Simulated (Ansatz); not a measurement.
Geometry optimisation, RKS B3LYP-D4/def2-SVP in Ansatz 0.2.0.

The input (input.yaml):

```yaml
crystal:
  periodic: [false, false, false]
  atoms:
    - { symbol: Sn, position_ang: [0.14, -0.4982, -1.9439] }
    - { symbol: Cl, position_ang: [0.0284, -2.2295, -0.2227] }
    - { symbol: Cl, position_ang: [-2.2135, -0.2378, -2.2839] }
    - { symbol: H, position_ang: [0.1069, 0.9576, -0.7591] }
    - { symbol: Si, position_ang: [0.418, 0.4723, 1.0185] }
    - { symbol: H, position_ang: [-0.776, -0.1116, 1.5943] }
    - { symbol: H, position_ang: [1.7103, -0.1935, 1.0712] }
    - { symbol: H, position_ang: [0.5859, 1.8407, 1.5255] }
basis:
  gaussian: { orbitals: def2-SVP }
hamiltonian:
  xc: b3lyp
  dispersion: d4
relax:
  f_tol: 0.15
  max_steps: 25
  restrain:
    - { distance: [0, 3], at: 3.0, k: 30.0 }
    - { distance: [0, 4], at: 3.8, k: 30.0 }
    - { distance: [3, 4], at: 1.42, k: 30.0 }
```

Launched with:

```bash
$ ansatz run input.yaml --threads 2 --pin off --max-ram 3072MiB --backend cpu --events-out ev --progress --plain --runs-dir out
```

Task: Where does it end, and by what steps?

Result: The run converged. The restraints hold the end off the free minimum. After 6 steps the energy has fallen by 0.950 eV (the restraints' own energy left out); Sn1 moved furthest, 0.63 Å. Parted: Sn1–H4 (1.88 → 2.99 Å). Joined: H4–Si5 (1.87 → 1.45 Å).

```csv
step,energy less start (eV),largest force component (eV/Å),accepted
0,0.0000,2.769,yes
1,-0.4857,1.995,yes
2,-0.6509,1.727,yes
3,-0.6708,1.145,yes
4,-0.9080,1.215,yes
5,-0.9419,1.011,yes
6,-0.9502,1.006,yes
```

```xyz
8
Properties=species:S:1:pos:R:3
Sn 0.070 -0.995 -2.331
Cl -0.025 -2.525 -0.470
Cl -2.233 -0.304 -2.336
H 0.180 1.219 -0.319
Si 0.433 0.753 1.031
H -0.738 -0.022 1.513
H 1.661 -0.086 1.031
H 0.651 1.960 1.880
```

Time of the run: 16 s on 2 threads of AMD EPYC 9R14 (Zen 4), with other jobs on the host, peak memory 0.27 GiB.
